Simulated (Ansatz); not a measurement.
Isolated molecules relaxed with PBE0-D4/def2-TZVP in Ansatz; ΔE leaves out vibrations. CCSD(T)/CBS is the MP2 limit (def2-TZVPP, def2-QZVPP) plus CCSD(T) − MP2 in def2-TZVPP, frozen cores. This one scheme is used for every species. Functionals use def2-TZVPP. Each species was taken in one conformer, which may not be the lowest.

Consider the ligand exchange at a B–C bond: `CB(F)BC=N` + HCl → `CB(F)BCl` + `C=N`.

| level | ΔE (kJ/mol) |
| --- | --- |
| r2SCAN-D4 | -87.9 |
| PBE0 | -91.7 |
| HF/def2-TZVPP | -103.0 |
| CCSD/def2-TZVPP | -94.4 |
| CCSD(T)/def2-TZVPP | -93.6 |
| MP2/def2-QZVPP | -96.4 |
| HF/CBS(def2) | -102.5 |
| MP2/CBS(def2) | -96.3 |

Task: What does CCSD(T)/CBS give? (Best estimate.)

Result: The calculation gave: -93.0 kJ/mol. The listed levels differ from it by 5.1, 1.3, -10.0, -1.4, -0.6, -3.4, -9.5, -3.3 kJ/mol.

Largest T1 diagnostic among the species: 0.015.

From PBE to PBE0 (25 % exact exchange), in def2-TZVPP and without D4, ΔE moves by −4.9 kJ/mol. In def2-TZVPP, CCSD(T) changes the Hartree–Fock value by +9.4 kJ/mol (the triples alone add +0.8 kJ/mol) and MP2 by +6.0 kJ/mol.
